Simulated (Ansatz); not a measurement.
`F[SiH](Cl)C[SiH3]` + `C[SeH]` → `C[Se][SiH](F)Cl` + `C[SiH3]`  (ligand exchange at the Si–C bond)

Computed with Ansatz on PBE0-D4/def2-TZVP structures; ΔE is electronic, products minus reactants. CBS: MP2 limit from def2 TZ/QZ plus the TZ coupled-cluster correction, frozen cores. This one scheme is used for every species. DFT in def2-TZVPP. For Se outer-core shells are correlated without core-valence functions, which leaves a few kJ/mol of doubt a bond. Scalar relativity is left out up to krypton. Each species was taken in one conformer, which may not be the lowest.

`F[SiH](Cl)C[SiH3]`:

Cartesian coordinates in Å:
```
F 2.013 -0.951 -0.627
Si 1.144 0.340 -0.970
Cl 1.246 0.620 -2.993
C -0.595 0.069 -0.429
Si -0.807 -0.376 1.386
H 1.787 1.500 -0.320
H -1.040 -0.719 -1.046
H -1.153 0.990 -0.633
H -0.240 -1.721 1.654
H -0.105 0.622 2.236
H -2.250 -0.374 1.742
```

`C[SeH]`:

```xyz
6

C    -0.205   -0.443   -0.245
Se    1.153    0.582    0.705
H    -1.106   -0.535    0.358
H     0.223   -1.431   -0.405
H    -0.426    0.014   -1.207
H     0.359    1.814    0.794
```

`C[Se][SiH](F)Cl`:

Cartesian coordinates in Å:
```
C 0.031 -0.880 -1.334
Se 1.103 0.655 -0.752
Si 0.125 0.831 1.258
F 0.763 2.095 1.977
Cl -1.893 1.117 1.109
H 0.418 -1.158 -2.312
H 0.151 -1.714 -0.646
H -1.015 -0.593 -1.417
H 0.317 -0.353 2.119
```

`C[SiH3]`:

Z-matrix (Å, degrees):
```
C
Si 1 1.871
H 1 1.092 2 110.8
H 1 1.092 2 110.8 3 -120.0
H 1 1.092 2 110.8 3 120.0
H 2 1.488 1 110.7 3 -179.9
H 2 1.488 1 110.7 3 -59.9
H 2 1.488 1 110.7 3 60.1
```

```
            species  ωB97M-V energy (Eh)
`F[SiH](Cl)C[SiH3]`          -1180.85397
           `C[SeH]`          -2441.90763
  `C[Se][SiH](F)Cl`          -3291.61167
          `C[SiH3]`           -331.16718
```

Problem. Work out ΔE.

Solution. ΔE = (-3291.61167) + (-331.16718) − (-1180.85397) − (-2441.90763) = -0.01725 Eh = -10.8 kcal/mol. CCSD(T)/CBS gives -11.7 kcal/mol.

Largest T1 diagnostic among the species: 0.011.
